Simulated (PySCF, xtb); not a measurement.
AlH4, SMILES [AlH4-], charge -1.

Harmonic wavenumbers (cm⁻¹) from xtb 6.7.1 with GFN2-xTB at its own minimum, in rising order: 671, 672, 813, 813, 813, 1369, 1370, 1370, 1472.

Question: What does PBE-D3(BJ)/def2-TZVPD in PySCF 2.14.0 give at its own minimum? (The exact figures need the calculation; the answer reports its results.)

Answer: 729, 729, 736, 736, 736, 1606, 1606, 1606, 1680. Paired by order, the mean absolute difference is 140 cm⁻¹ and the zero-point energies are 13.4 and 14.5 kcal/mol.
